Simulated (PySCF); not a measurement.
## Electric field gradients and quadrupole coupling constants

Compound: C6H10O2SSi.
Structure used (GFN2-xTB), in Å, numbered top down from 1:
```xyz
20
C6H10O2SSi angstrom
C     -2.284   -0.938    1.124
C     -1.260   -0.794    0.287
Si     0.292   -1.881    0.253
O      1.651   -0.976   -0.026
C      1.946    0.255    0.302
C      3.183    0.790   -0.337
S      1.035    1.143    1.321
C     -1.211    0.210   -0.796
C     -2.028    1.463   -0.656
O     -0.490   -0.004   -1.751
H     -2.281   -1.705    1.880
H     -3.165   -0.317    1.084
H      0.456   -2.492    1.570
H      0.386   -2.773   -0.887
H      4.025    0.135   -0.118
H      3.390    1.796    0.016
H      3.043    0.800   -1.418
H     -1.800    2.147   -1.469
H     -3.086    1.214   -0.681
H     -1.806    1.937    0.298
```

Field gradients from the PBE0/pcSseg-1 density (PySCF, non-relativistic), principal values in atomic units, ordered |Vxx| ≤ |Vyy| ≤ |Vzz|:

| atom | Vxx | Vyy | Vzz |
| --- | --- | --- | --- |
| O4 | -0.4443 | -1.0148 | 1.4591 |
| S7 | 0.8803 | 1.4943 | -2.3745 |
| O10 | 0.5574 | 1.4008 | -1.9582 |

Question: Find the asymmetry η = (Vxx − Vyy)/Vzz and the couplings χ = eQV/h (234.96 MHz × Q in barn × V in au), with Q(17O) = −0.0256 b, Q(33S) = −0.0678 b.

Answer: 
| atom | environment | nucleus | η | χzz (MHz) | χxx (MHz) | χyy (MHz) |
| --- | --- | --- | --- | --- | --- | --- |
| O4 | silyl ether oxygen | 17O | 0.39 | -8.78 | 2.67 | 6.10 |
| S7 | thiocarbonyl sulfur | 33S | 0.26 | 37.83 | -14.02 | -23.80 |
| O10 | ketone oxygen | 17O | 0.43 | 11.78 | -3.35 | -8.43 |

Question: What is Vzz at O4 in SI units (1 au = 9.71736 × 10²¹ V/m²)?

Answer: 1.4591 au = 14.179 × 10²¹ V/m².

Question: And the gradient at the other heavy atoms, for which no coupling is worked out here?

Answer: 
```json
{"atom": "C1", "environment": "terminal =CH2 carbon", "Vzz (au)": "0.394", "η": "0.28"}
{"atom": "C2", "environment": "fully substituted alkene carbon", "Vzz (au)": "0.333", "η": "0.46"}
{"atom": "Si3", "environment": "oxygen-bound silicon", "Vzz (au)": "0.705", "η": "0.48"}
{"atom": "C5", "environment": "thiocarbonyl carbon", "Vzz (au)": "-0.437", "η": "0.98"}
{"atom": "C6", "environment": "methyl carbon", "Vzz (au)": "0.117", "η": "0.55"}
{"atom": "C8", "environment": "ketone carbonyl carbon", "Vzz (au)": "0.560", "η": "0.03"}
{"atom": "C9", "environment": "methyl carbon next to a carbonyl", "Vzz (au)": "-0.068", "η": "0.90"}
```

Were the hydrogens deuterons (Q(2H) = 0.00286 b), χzz would run from 108 kHz (H13) to 223 kHz (H11).

Isolated species at its GFN2-xTB geometry (one conformer only). GFN2-xTB bond lengths can be off by several hundredths of an ångström, more for odd bonds, and the gradients follow them. With a basis this small, the couplings can be 20 % off.

The run behind these numbers computed NMR shieldings as well. Time: 1.8 min wall; peak memory 0.98 GiB. Hardware: one thread of an Arm Neoverse N1, shared host with 64 logical CPUs at a one-minute load of 50.
